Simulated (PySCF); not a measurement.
CH3Cl2NSi2, SMILES Cl[Si]1(Cl)C=N[SiH2]1.

Geometry: r2SCAN-D4/def2-SVP. This is a generated structure with no PubChem entry under its InChIKey; it may be hypothetical.

The numbers are results of PBE/def2-TZVP (PySCF), not measurements.

Computed frontier levels, gap, dipole moment and polarisability:
highest occupied level: -6.06 eV
lowest empty level: -2.90 eV
orbital gap: 3.16 eV
dipole moment: 0.58 D
quadrupole, principal values (traceless, Buckingham form, about the centre of nuclear charge): -7.32, -0.77, 8.09 D·Å
mean static polarisability: 96.3 bohr³ (14.26 Å³)
polarisability, principal values: 83.4, 88.6, 116.8 bohr³
